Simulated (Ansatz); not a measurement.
One change: `NC1C[SiH2][SiH2]1` becomes `OC1C[SiH2][SiH2]1`.

Ansatz, PBE0-D4/def2-TZVP geometries, multiplicity 1. Each molecule was computed in one conformer, which needn't be the lowest.

| property | `NC1C[SiH2][SiH2]1` |
| --- | --- |
| HOMO energy (ωB97M-V/def2-TZVPP) / eV | -9.05 |
| HOMO–LUMO gap (ωB97M-V/def2-TZVPP) / eV | 10.74 |
| HOMO energy (PBE/def2-TZVPP) / eV | -5.43 |
| size of the dipole moment (ωB97M-V/def2-TZVPP) / D | 1.31 |
| LUMO energy (B3LYP/def2-TZVPP) / eV | -0.11 |
| HOMO energy (B3LYP/def2-TZVPP) / eV | -6.53 |

Question: Give the same properties after the change, and the shifts. (An estimate is asked.)

Answer: Ansatz gave: 
```tsv
property	`OC1C[SiH2][SiH2]1`	shift
HOMO energy (ωB97M-V/def2-TZVPP) / eV	-9.15	-0.10
HOMO–LUMO gap (ωB97M-V/def2-TZVPP) / eV	10.57	-0.17
HOMO energy (PBE/def2-TZVPP) / eV	-5.66	-0.23
size of the dipole moment (ωB97M-V/def2-TZVPP) / D	1.14	-0.17
LUMO energy (B3LYP/def2-TZVPP) / eV	-0.36	-0.25
HOMO energy (B3LYP/def2-TZVPP) / eV	-6.77	-0.24
```

Dipoles are sizes alone; their direction can turn.

B3LYP here is the variant with VWN-RPA as its local correlation; programs differ in this.
